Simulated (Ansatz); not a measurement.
Job for Ansatz (an electronic-structure program): R-BLYP/def2-TZVPP on H6OSiSn (SMILES [SiH3][O][SnH3]), a point of a torsion scan. Elements past Kr take the def2 small-core potentials; no spin–orbit coupling.

Ansatz 0.2 input:
```yaml
crystal:
  periodic: [false, false, false]
  atoms:
    - {symbol: Si, position_ang: [1.68918757, -0.25576143, 0.08713771]}
    - {symbol: O, position_ang: [0.16427492, 0.12667023, -0.27822512]}
    - {symbol: Sn, position_ang: [-1.74420004, 0.24861723, -0.03465458]}
    - {symbol: H, position_ang: [2.13136167, -1.18159447, -0.94999247]}
    - {symbol: H, position_ang: [2.42805728, 1.00200422, 0.07357990]}
    - {symbol: H, position_ang: [1.74656866, -0.88391496, 1.40649682]}
    - {symbol: H, position_ang: [-1.96692748, 1.54804389, 0.97916317]}
    - {symbol: H, position_ang: [-2.22562110, -1.20283163, 0.62501913]}
    - {symbol: H, position_ang: [-2.26575106, 0.50006372, -1.58696782]}
basis:
  gaussian:
    orbitals: def2-TZVPP
hamiltonian:
  xc: {name: BLYP}
scf: {lower_state_search: off}
```

The log:

```
WARN ansatz: RAYON_NUM_THREADS=1 ignored (pool sized by the plan → 1); use --threads N
Functional definition: BLYP
these checks for a lower state are left out or cut short: stability, starts, cluster_reference, orbital_swaps, neighbouring_geometries, increment
integrals: 0.12 GiB planned
1181 factors; their error is unknown
mean field: 0.82 GiB planned
mean field evaluation 1: about -15844.0837 eV, gradient 7.4e1 eV
mean field evaluation 2: about -15709.3143 eV, gradient 2.1e2 eV
mean field evaluation 4: about -15853.1765 eV, gradient 1.3e1 eV
mean field evaluation 8: about -15853.4438 eV, gradient 2.1e-1 eV
mean field evaluation 16: about -15853.4224 eV, gradient 1.2e-4 eV
mean field -15853.42244534 eV, -582.6025290306 hartree, gradient 2.9e-6 eV, S^2 0.000000; 0 other end points of the search recorded, 0 dependent functions left out
reference -15853.42285365 eV, -582.6025440355 hartree; 25, 25 occupied and 182, 182 virtual orbitals, 1181 factors
Total energy: -15853.42285365 eV, -582.6025440355 hartree
Checks for a lower state left out: stability, starts, cluster_reference, orbital_swaps, neighbouring_geometries, increment
```

The run converged.

Cost: around 2.6 core-seconds (rough).
